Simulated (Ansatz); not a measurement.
Reaction (ligand exchange at a B–S bond): `BSB(O)Cl` + `O[SiH3]` → `OB(Cl)O[SiH3]` + `BS`

Gas-phase electronic energies from Ansatz, PBE0-D4/def2-TZVP geometries. CBS: MP2 limit from def2 TZ/QZ plus the TZ coupled-cluster correction, frozen cores. This one scheme is used for every species. Functionals use def2-TZVPP. B3LYP here is the variant with VWN-RPA as its local correlation; programs differ in this. HSE06 is defined as in plane-wave codes. Each species was taken in one conformer, which may not be the lowest.

```
           level  ΔE (kJ/mol)  difference from CCSD(T)/CBS
          PBE-D4        -81.3                          8.3
        B3LYP-D4        -95.0                         -5.4
      r2SCAN0-D4        -92.9                         -3.3
        HSE06-D4        -86.2                          3.4
        BHLYP-D4       -101.2                        -11.6
    CAM-B3LYP-D4       -100.4                        -10.8
        PBE-QIDH        -88.9                          0.7
          revPBE        -82.2                          7.4
           B3LYP        -97.8                         -8.2
         r2SCANh        -91.6                         -2.0
     HF/def2-SVP       -122.5                        -32.9
CCSD(T)/def2-SVP       -109.6                        -20.0
   HF/def2-TZVPP       -113.2                        -23.6
  MP2/def2-TZVPP        -86.6                          3.0
   HF/def2-QZVPP       -113.9                        -24.3
  CCSD/CBS(def2)        -93.7                         -4.1
     CCSD(T)/CBS        -89.6                            0
```

Largest T1 diagnostic among the species: 0.015.

In def2-TZVPP, CCSD(T) changes the Hartree–Fock value by +20.0 kJ/mol (the triples alone add +4.2 kJ/mol) and MP2 by +26.6 kJ/mol. At CCSD(T), def2-SVP lies −20.0 kJ/mol from the extrapolated value and def2-TZVPP −3.6 kJ/mol.
